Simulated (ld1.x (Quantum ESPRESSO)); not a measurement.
u(r) = r·R(r): atom against pseudo-atom (Al)

Columns: radius, all-electron u(r) and pseudo u(r) of the 3s shell (level -7.84 eV) of aluminium in the configuration [Ne] 3s2 3p1; LDA (PZ), scalar-relativistic, PAW scheme, ld1.x (Quantum ESPRESSO) 7.5.

| r (bohr) | all-electron | pseudo |
| --- | --- | --- |
| 0.158 | 0.0084 | 0.0757 |
| 0.315 | -0.2556 | 0.1503 |
| 0.473 | -0.2925 | 0.2240 |
| 0.630 | -0.1828 | 0.2952 |
| 0.788 | -0.0160 | 0.3639 |
| 0.945 | 0.1550 | 0.4282 |
| 1.102 | 0.3073 | 0.4874 |
| 1.260 | 0.4327 | 0.5407 |
| 1.418 | 0.5287 | 0.5866 |
| 1.575 | 0.5970 | 0.6236 |
| 1.732 | 0.6416 | 0.6511 |
| 1.890 | 0.6663 | 0.6684 |
| 2.047 | 0.6745 | 0.6746 |
| 2.205 | 0.6697 | 0.6697 |
| 2.362 | 0.6550 | 0.6550 |
| 2.520 | 0.6326 | 0.6326 |
| 2.678 | 0.6048 | 0.6048 |
| 2.835 | 0.5736 | 0.5736 |
| 2.992 | 0.5403 | 0.5403 |
| 3.150 | 0.5057 | 0.5057 |
| 3.308 | 0.4709 | 0.4709 |
| 3.465 | 0.4367 | 0.4367 |
| 3.622 | 0.4035 | 0.4035 |
| 3.780 | 0.3714 | 0.3714 |
| 3.938 | 0.3408 | 0.3408 |
| 4.095 | 0.3121 | 0.3121 |

(1) How many radial nodes do the two functions have?

(2) At about which radius was the pseudo-wave matched?

(3) Is the pseudo-wave norm-conserving?

Answers

(1) The all-electron 3s function has n − l − 1 = 2; the pseudo-wave has 0, since the states of the same l below it are removed with the core.

(2) 2.15 bohr, where the columns begin to agree (steps of 0.16 bohr).

(3) No, it belongs to a PAW set: the norm inside the radius is not constrained, and the difference is carried by the augmentation charge.
